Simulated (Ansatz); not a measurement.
Start from `C#CCS` and change one element to get `C#CC[SeH]`.

Ansatz, PBE0-D4/def2-TZVP geometries, multiplicity 1. Each molecule was computed in one conformer, which needn't be the lowest.

Scalar relativity is left out up to krypton.

```json
{"property": "HOMO energy (B3LYP/def2-TZVPP) / eV", "`C#CCS`": "-6.79"}
{"property": "LUMO energy (PBE0/def2-TZVPP) / eV", "`C#CCS`": "0.19"}
{"property": "HOMO–LUMO gap (PBE0/def2-TZVPP) / eV", "`C#CCS`": "7.22"}
{"property": "LUMO energy (PBE/def2-TZVPP) / eV", "`C#CCS`": "-0.84"}
{"property": "HOMO energy (ωB97M-V/def2-TZVPP) / eV", "`C#CCS`": "-9.28"}
{"property": "zero-point energy (PBE0-D4/def2-TZVP) / kJ/mol", "`C#CCS`": "147.1"}
```

Task: What does the change do to each property? (Estimate.)

Result: Computed: 
```json
{"property": "HOMO energy (B3LYP/def2-TZVPP) / eV", "`C#CC[SeH]`": "-6.50", "shift": "0.29"}
{"property": "LUMO energy (PBE0/def2-TZVPP) / eV", "`C#CC[SeH]`": "-0.35", "shift": "-0.54"}
{"property": "HOMO–LUMO gap (PBE0/def2-TZVPP) / eV", "`C#CC[SeH]`": "6.38", "shift": "-0.84"}
{"property": "LUMO energy (PBE/def2-TZVPP) / eV", "`C#CC[SeH]`": "-1.29", "shift": "-0.45"}
{"property": "HOMO energy (ωB97M-V/def2-TZVPP) / eV", "`C#CC[SeH]`": "-8.95", "shift": "0.33"}
{"property": "zero-point energy (PBE0-D4/def2-TZVP) / kJ/mol", "`C#CC[SeH]`": "143.1", "shift": "-4.0"}
```

With PBE0 the HOMO rises by 0.30 eV and the LUMO falls by 0.54 eV, so the gap narrows by about 0.84 eV. PBE moves the HOMO by 0.21 eV and ωB97M-V by 0.33 eV.

B3LYP here is the variant with VWN-RPA as its local correlation; programs differ in this.

Spin–orbit coupling is left out; it splits and shifts lone-pair levels of the heavy atoms by tenths of an eV.
